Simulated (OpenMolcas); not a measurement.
An atom or ion with 32 electrons was computed by SS-CASPT2, IPEA 0.25 Eh, imaginary shift 0.1 Eh with spin-orbit coupling (OpenMolcas, ANO-RCC-VTZP, DKH2). The lowest levels that the run gave, each within 12 % of the measured value where one is at hand:

```csv
J,Parity,E (cm⁻¹),g
0,even,0.0,
1,even,3340,1.501
2,even,6940,1.465
2,even,19200,1.036
0,even,38260,
2,odd,91520,1.999
2,odd,125920,1.178
1,odd,125980,0.520
3,odd,126630,1.334
0,odd,147050,
1,odd,147310,1.484
2,odd,147800,1.488
```

Q: Which ion is it, and what are the configurations and terms?

A: Kr⁴⁺ (Z = 36, charge +4; active space 4 electrons in 4 orbitals (4s 4p)). J, parity and g give the terms where levels are pure, and mixed ones are named by the computed weights; the size of the splittings, set against known spectra of the 32-electron sequence, gives the charge. In order, with the measured energies in cm⁻¹ (Saloman, J. Phys. Chem. Ref. Data 36, 215 (2007)): 4s² 4p² ³P₀, 4s² 4p² ³P₁ (3743), 4s² 4p² ³P₂ (7595), 4s² 4p² ¹D₂ (19723), 4s² 4p² ¹S₀ (39204), 4s 4p³ ⁵S°₂, 4s 4p³ ³D°₂, 4s 4p³ ³D°₁, 4s 4p³ ³D°₃ (131016), 4s 4p³ ³P°₀ (147925), 4s 4p³ ³P°₁ (148287), 4s 4p³ ³P°₂ (148668).

Term energies are means over components that CASPT2 splits; among the terms shown or strongly mixed into the levels shown the widest spread is 430 cm-1 (4s 4p³ ³D°). Over all roots computed the reference weight is 0.87 to 0.99; the roots of lowest weight are the least certain, and an intruder state may touch them. Terms of s pⁿ other than that of highest spin mix with s² pⁿ⁻² d, which this space lacks; all of them can be thousands of cm-1 off, and some have no real level of that name. Computed and measured levels are paired by configuration, term and J; levels that our copy of the source lacks, or whose pairing is in doubt (as where it misses far off the trend of its configuration), stay unpaired and out of the deviations. Levels of configurations outside the active space are missing.

° marks odd parity.
